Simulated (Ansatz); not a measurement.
C2H9NSi (SMILES CN(C)[SiH3]): methods side by side

C2H9NSi has 13 atoms, charge 0, and is taken as a singlet. SMILES: `CN(C)[SiH3]`. The coordinates come from a PBE0-D4/def2-TZVP relaxation.

```xyz
13

C    -0.8534    1.0515   -0.5674
N    -0.0643    0.1014    0.1769
C     1.2573    0.5768    0.5037
Si   -0.4044   -1.5804    0.1019
H    -0.4161    1.2925   -1.5485
H    -0.9475    1.9915   -0.0094
H    -1.8607    0.6637   -0.7354
H     1.1974    1.5091    1.0790
H     1.8701    0.7783   -0.3884
H     1.7871   -0.1567    1.1157
H     0.0687   -2.2753   -1.1371
H    -1.8797   -1.7523    0.1670
H     0.2656   -2.2347    1.2567
```

Each level gives the vertical ionisation energy (to the doublet cation) (eV). The values are calculated.

```tsv
level	kind	program	value (eV)	less CCSD(T)/6-31G*	CPU time (all runs)
PBE/6-31G* (spherical functions)	GGA	Ansatz	8.08	+0.03	9.3 s
r2SCAN/6-31G* (spherical functions)	meta-GGA	Ansatz	8.13	+0.08	17 s
B3LYP/6-31G* (spherical functions)	global hybrid	Ansatz	8.26	+0.21	12 s
BHLYP/6-31G* (spherical functions)	global hybrid	Ansatz	8.22	+0.17	13 s
CAM-B3LYP/6-31G* (spherical functions)	range-separated hybrid	Ansatz	8.33	+0.28	14 s
HSE06/6-31G* (spherical functions)	range-separated hybrid	Ansatz	8.24	+0.19	13 s
RPA@PBE/6-31G* (spherical functions)	RPA	Ansatz	8.15	+0.10	16 s
CCSD(T)/6-31G* (spherical functions)	coupled cluster or CI	Ansatz	8.05	0.00	44 s
```

CCSD(T)/6-31G* (spherical functions) is the highest level here, not the true value. The values span 8.05 to 8.33 eV. CPU times are rough (shared hosts, several kinds of processor and program).
